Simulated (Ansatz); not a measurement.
BF2H3Sn, SMILES `F[B](F)[SnH3]`. The species carries charge 0 and has multiplicity 1. Sn: def2 effective core potential.

| atom | x (Å) | y (Å) | z (Å) |
| --- | --- | --- | --- |
| F1 | 0.795 | 0.932 | -1.990 |
| B2 | 0.541 | 1.019 | -0.700 |
| F3 | 0.843 | 2.162 | -0.117 |
| Sn4 | -0.367 | -0.698 | 0.467 |
| H5 | -0.651 | -2.037 | -0.547 |
| H6 | -1.845 | -0.210 | 1.164 |
| H7 | 0.684 | -1.168 | 1.724 |

Q: List the harmonic frequencies (cm⁻¹, unscaled) at PBE0-D4/def2-TZVP in Ansatz. (An estimate is asked.)

A: The calculation gave: 9i, 171, 257, 310, 431, 546, 584, 680, 732, 733, 1225, 1380, 1951, 1951, 1959.
